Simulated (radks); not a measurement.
Yb4+, configuration [Xe] 4f12 (the NIST ground configuration). Calculated with a radial shooting solver on a logarithmic mesh with Libxc functionals: scalar-relativistic Kohn-Sham, PBE, spin-unpolarised, spherical densities, finite nucleus; Fermi nuclear charge, rms radius 5.3108 fm.

Normalised radial functions P(r) = r R(r), r in bohr:

r              4s
0.001247   0.1576
0.001429   0.1746
0.00165    0.1941
0.00189    0.2140
0.002165   0.2352
0.002481   0.2576
0.002865   0.2824
0.003283   0.3064
0.003761   0.3307
0.004309   0.3545
0.004976   0.3783
0.005701   0.3982
0.006531   0.4144
0.007483   0.4252
0.008642   0.4285
0.009901   0.4217
0.01134    0.4027
0.013      0.3691
0.01501    0.3149
0.0172     0.2440
0.0197     0.1531
0.02257    0.0426
0.02607   -0.0930
0.02986   -0.2329
0.03421   -0.3750
0.0392    -0.5068
0.04527   -0.6167
0.05186   -0.6729
0.05942   -0.6636
0.06808   -0.5733
0.07862   -0.3819
0.09007   -0.1177
0.1032     0.2021
0.1182     0.5329
0.1365     0.8278
0.1564     0.9839
0.1792     0.9625
0.2053     0.7344
0.2371     0.2841
0.2717    -0.2713
0.3113    -0.8488
0.3566    -1.3335
0.4118    -1.6421
0.4718    -1.6959
0.5406    -1.5403
0.6193    -1.2452
0.7153    -0.8795
0.8195    -0.5635
0.9388    -0.3207
1.076     -0.1608
1.242     -0.0666
1.423     -0.0248
1.63      -0.0078
1.868     -0.0020
2.157     -0.0004
2.472     -0.0001
2.832     0.0000
3.244     0.0000
3.747     0.0000
4.293     0.0000

4s: eigenvalue -516.86 eV, 3 radial nodes at r = 0.0237, 0.0949, 0.255 bohr, <r> = 0.487 bohr, 90 % of the charge inside 0.699 bohr.
